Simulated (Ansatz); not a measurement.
Mulliken charges of Cl$_{2}$F$_{4}$In$_{2}$ (`[F][In@-]1([Cl])[F+][In@@-]([F])([Cl])[F+]1`) from B3LYP/def2-TZVPP in Ansatz (PBE0-D4/def2-TZVP geometry).

| atom | x (Å) | y (Å) | z (Å) | charge (e) |
| --- | --- | --- | --- | --- |
| F1 | -0.292 | -1.780 | 2.373 | -0.441 |
| In2 | 0.644 | -1.323 | 0.766 | 1.237 |
| Cl3 | 2.448 | -2.270 | -0.243 | -0.299 |
| F4 | 0.748 | 0.775 | 0.713 | -0.498 |
| In5 | -0.721 | 1.329 | -0.683 | 1.237 |
| F6 | -2.216 | 1.966 | 0.330 | -0.441 |
| Cl7 | 0.208 | 2.073 | -2.620 | -0.299 |
| F8 | -0.820 | -0.770 | -0.636 | -0.498 |

Task: By hand: the dipole of these point charges (1 e Å = 4.8032 D).

Result: Σ q r = (0.252, -0.018, -0.272) e Å, of length 0.371 e Å = 1.78 D.

Task: How does the dipole of the full density compare? (Estimate.)

Result: The calculation gave: (0.268, -0.020, -0.289) e Å, 1.90 D; the point charges give 0.94 times that, at 0° from its direction.

Point charges leave out the atoms' own dipoles, such as those of lone pairs, and Mulliken's split depends on the basis, so the close match here is no proof of good charges.

B3LYP here is the variant with VWN-RPA as its local correlation; programs differ in this.
